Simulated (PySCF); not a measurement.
C₆H₁₀Cl (doublet state).
Geometry (GFN2-xTB, Å), atoms numbered from 1 in this order:
```
atom  x, y, z in Å
Cl1   -0.1819    3.1503   -0.2723
C2    -0.0912    1.4487   -0.1039
C3    -1.3428    0.6591   -0.2142
C4    -1.0238   -0.7602   -0.6996
C5     0.0647   -1.3890    0.1640
C6     1.3393   -0.5540    0.1013
C7     1.0763    0.8699    0.6060
H8    -2.0434    1.1470   -0.8943
H9    -1.8375    0.5857    0.7675
H10   -0.6816   -0.7168   -1.7351
H11   -1.9291   -1.3688   -0.6680
H12    0.2714   -2.4035   -0.1832
H13   -0.2808   -1.4515    1.1986
H14    2.1233   -1.0161    0.7035
H15    1.6889   -0.5080   -0.9316
H16    0.8821    0.8237    1.6896
H17    1.9591    1.4955    0.4619
```

The hyperfine couplings belong to this conformer and change with its torsions.

The species is `Cl[C]1CCCCC1` [radical].

Method used: PySCF 2.14.0, UKS B3LYP, pcH-1 on C Cl H, non-relativistic, mean-field spin-orbit, GIAO. One conformer (not necessarily the lowest) at the GFN2-xTB geometry, without solvent, vibrations or thermal averaging. The geometry wasn't refined by DFT: couplings that depend on bond lengths, twists or pyramidal angles can differ widely from those at the functional's own minimum. The SCF solution wasn't tested for stability.

Largest spin populations (Mulliken): C2 (+0.89), Cl1 (+0.08), C3 (-0.07) and C7 (-0.07). C2 is the only atom above +0.15. The angles at C2 add up to 356.4°, so it is nearly planar.

How do the β-proton couplings of this frozen conformer go with θ, the angle between the C–H bond and the normal to the plane of the spin centre's three neighbours, both seen down the bond from centre to carbon?

```tsv
β H	on	centre	θ (°)	cos²θ	a (G)
H8	C3	C2	69	0.12	+6.31
H9	C3	C2	8	0.98	+41.74
H16	C7	C2	8	0.98	+41.69
H17	C7	C2	69	0.13	+6.34
```

Fitting the Heller–McConnell form a = ρ(B0 + B2 cos²θ), with Mulliken ρ = 0.89, gives B0 = 1.3 G and B2 = 46.6 G; with only two distinct angles the two parameters are fixed exactly. By this fit the coupling would be 42.5 G at θ = 0° and 1.2 G at 90°.

Couplings in gauss use g_iso = 2.0052.

Time: 1.7 min (with the writing of density and orbital grids); peak memory 1.0 GiB. Hardware: Arm Neoverse V2, one thread, no GPU, shared host with 96 logical CPUs at a one-minute load of 79.
